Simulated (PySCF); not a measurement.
Simulation results for CH4AlBN, CH4Al2B

Calculation on a computer-drawn molecule: the log of a Hartree-Fock and frozen-core CCSD(T) single point meant for a local Hartree-Fock minimum, with one planted fault or none, to be diagnosed. Offsets are logged minus clean, where the clean run is the same molecule without the fault. The reference is restricted for singlets and unrestricted otherwise, and also for a bond in bohr or an excited solution. Adding or removing an electron swaps singlet and doublet. The excited solution moves the top pair (singlet) or top alpha electron (doublet) to the lowest empty orbital. Highest occupied and lowest empty are orbital energies over both spins, largest force is the largest gradient component, triples share is (T) over the correlation energy, the T1 limit is 0.02 restricted and 0.045 unrestricted, electrons count all cores, a negative frequency is imaginary (commonest isotopes), and the dipole is about the centre of nuclear charge. Program: PySCF 2.14.0.

Common to all runs: meant charge 1; meant multiplicity 1; meant basis cc-pV(D+d)Z; logged SCF converged yes; logged CC converged yes; logged SCF stable within its kind yes; possible faults no fault, one electron removed, one electron added, multiplicity raised by two, geometry at a saddle point, SCF held on an excited solution, minimal basis STO-3G, one bond length entered in bohr, all coordinates scaled.

(1) 
```xyz
8
formula=CH4AlBN logged_electrons=35 logged_basis_functions=85 logged_spin_squared=1.0615 logged_highest_occupied=-6.0332 logged_lowest_empty=1.3516 logged_largest_force=0.077797 logged_T1_diagnostic=0.044274 logged_D1_diagnostic=0.18401 logged_triples_share=0.034858 logged_dipole_magnitude=4.7455 logged_energy_HF=-361.16905 logged_energy_CCSD(T)=-361.6527 planted_fault=one_electron_added HF_energy_offset_from_clean_run=-123.2 CCSD(T)_energy_offset_from_clean_run=-130.7
C     -1.7467    -1.4318    -0.2270
B     -1.2214    -1.0102     0.9843
Al    -0.4509    -0.3913     2.7621
N      0.1970     0.1294     4.2579
H     -1.1440    -1.9414    -0.9742
H     -2.7888    -1.2747    -0.4927
H      0.6147     1.0297     4.4307
H      0.2196    -0.4155     5.1049
```

Units: logged_highest_occupied, logged_lowest_empty in eV; logged_largest_force in hartree/bohr; logged_dipole_magnitude in debye; logged_energy_HF, logged_energy_CCSD(T) in hartree; HF_energy_offset_from_clean_run, CCSD(T)_energy_offset_from_clean_run in kcal/mol.

Drawn bonds:
```tsv
atom	other atom	order
1	2	2
2	3	1
3	4	1
1	5	1
1	6	1
4	7	1
4	8	1
```

(2) 
```xyz
8
formula=CH4Al2B logged_electrons=40 logged_basis_functions=94 logged_spin_squared=2.0178 logged_highest_occupied=-10.33 logged_lowest_empty=-4.8844 logged_largest_force=0.071705 logged_T1_diagnostic=0.020615 logged_D1_diagnostic=0.067379 logged_triples_share=0.030532 logged_dipole_magnitude=3.1709 logged_energy_HF=-548.35148 logged_energy_CCSD(T)=-548.68767 planted_fault=multiplicity_raised_by_two HF_energy_offset_from_clean_run=30.85 CCSD(T)_energy_offset_from_clean_run=50.88
C     -0.2329     0.1000     0.7853
B     -1.2975     0.4397    -0.0435
Al    -2.8646     0.8736    -1.3074
Al    -3.2935    -1.0890    -3.1264
H      0.1039     0.7523     1.5866
H      0.3202    -0.8292     0.6814
H     -3.8844     2.0352    -1.5064
H     -3.5521    -2.2153    -4.1793
```

Units: logged_highest_occupied, logged_lowest_empty in eV; logged_largest_force in hartree/bohr; logged_dipole_magnitude in debye; logged_energy_HF, logged_energy_CCSD(T) in hartree; HF_energy_offset_from_clean_run, CCSD(T)_energy_offset_from_clean_run in kcal/mol.

Drawn bonds:
```tsv
atom	other atom	order
1	2	2
2	3	1
3	4	1
1	5	1
1	6	1
3	7	1
4	8	1
```
